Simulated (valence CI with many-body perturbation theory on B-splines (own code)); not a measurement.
## Level structure of Zn XVII

Computed by relativistic CI+MBPT: four valence electrons over a frozen Dirac-Fock core [Ne], a basis of 11 s, 11 p, 9 d, 7 f, 5 g, 2 h, 1 i functions for each j, with the one-electron correlation potential Σ1, the two-electron term Σ2, the three-electron term Σ3, Breit, model QED; selected CI, second order for the rest (own B-spline code, finite nucleus).

No measured spectrum was set against this ion. As an estimate, levels of excited configurations hold to 0.05 to 0.15 % of their energy, terms of the ground configuration to about 0.5 %.

Levels 46 to 71 of 71, with energies above the lowest level, 3s2 3p2 3P_0. "Leading %" is the weight of the configuration and term that name the level; weights of strongly mixed levels are sums over their largest components and can fall short. In the jj column 3d3/2^4 stands for four electrons in 3d with j = 3/2.

```
No.  Configuration  Term  J  E (cm⁻¹)  Leading %                   Leading jj      g   Second component
 46      3s 3p2 3d    5P  2    928300         93  3s 3p1/2 3p3/2 3d3/2 (34 %)  1.810                   
 47            3p4    1S  0    931070         56       3p1/2^2 3p3/2^2 (32 %)         24 % 3s 3p2 3d 1S
 48      3s 3p2 3d    5P  1    932050         96  3s 3p1/2 3p3/2 3d3/2 (45 %)  2.470                   
 49      3s 3p2 3d    3P  2    942660         65  3s 3p1/2 3p3/2 3d5/2 (42 %)  1.484        24 % 3p4 3P
 50      3s 3p2 3d    3P  1    961270         61         3p1/2 3p3/2^3 (24 %)  1.430        24 % 3p4 3P
 51      3s 3p2 3d    3P  0    976690         60      3s 3p3/2^2 3d3/2 (27 %)               26 % 3p4 3P
 52      3s 3p2 3d    3G  3    982270         89  3s 3p1/2 3p3/2 3d3/2 (76 %)  0.774   8 % 3s 3p2 3d 1F
 53      3s 3p2 3d    3G  4    987620         95  3s 3p1/2 3p3/2 3d5/2 (37 %)  1.055                   
 54      3s 3p2 3d    3D  2    993570         74  3s 3p1/2 3p3/2 3d5/2 (25 %)  1.122   6 % 3s 3p2 3d 3F
 55      3s 3p2 3d    3G  5    994120         97  3s 3p1/2 3p3/2 3d5/2 (52 %)  1.203                   
 56      3s 3p2 3d    3D  1    995240         87      3s 3p3/2^2 3d3/2 (30 %)  0.597   6 % 3s 3p2 3d 3P
 57      3s 3p2 3d    3D  3    996840         78  3s 3p1/2 3p3/2 3d5/2 (57 %)  1.271  11 % 3s 3p2 3d 1F
 58      3s 3p2 3d    1G  4   1004600         74  3s 3p1/2 3p3/2 3d5/2 (57 %)  1.027    12 % 3s2 3d2 1G
 59      3s 3p2 3d    1F  3   1010400         65  3s 3p1/2 3p3/2 3d5/2 (39 %)  1.054  13 % 3s 3p2 3d 3D
 60      3s 3p2 3d    3F  2   1016700         65  3s 3p1/2 3p3/2 3d3/2 (30 %)  0.818  23 % 3s 3p2 3d 3D
 61      3s 3p2 3d    3F  3   1029000         67  3s 3p1/2 3p3/2 3d5/2 (43 %)  1.149  20 % 3s 3p2 3d 3D
 62      3s 3p2 3d    3D  1   1032600         92  3s 3p1/2 3p3/2 3d5/2 (55 %)  0.537                   
 63      3s 3p2 3d    1P  1   1037500         64  3s 3p1/2 3p3/2 3d3/2 (58 %)  0.878  23 % 3s 3p2 3d 3D
 64      3s 3p2 3d    3D  2   1038100         76  3s 3p1/2 3p3/2 3d5/2 (38 %)  1.097   7 % 3s 3p2 3d 3F
 65      3s 3p2 3d    3P  0   1041300         80  3s 3p1/2 3p3/2 3d5/2 (44 %)           14 % 3s2 3d2 3P
 66      3s 3p2 3d    3P  1   1046400         73  3s 3p1/2 3p3/2 3d5/2 (51 %)  1.493    14 % 3s2 3d2 3P
 67      3s 3p2 3d    3F  4   1047500         81      3s 3p3/2^2 3d3/2 (45 %)  1.224   8 % 3s 3p2 3d 1G
 68      3s 3p2 3d    3D  3   1053500         72      3s 3p3/2^2 3d5/2 (66 %)  1.262  10 % 3s 3p2 3d 3F
 69      3s 3p2 3d    3P  2   1054700         67      3s 3p3/2^2 3d5/2 (38 %)  1.455    14 % 3s2 3d2 3P
 70      3s 3p2 3d    3D  1   1066600         52      3s 3p3/2^2 3d3/2 (37 %)  1.078  31 % 3s 3p2 3d 3S
 71      3s 3p2 3d    3D  2   1068700         73      3s 3p3/2^2 3d3/2 (30 %)  1.121   9 % 3s 3p2 3d 3F
```

Names give the largest LS component (configuration and term), which can be under half, so a name can repeat, a term be missing and a line seem to break the LS rules; names also repeat where a configuration has a term twice.

Where two levels of one J and parity lie close, their mixing, g and order are uncertain.
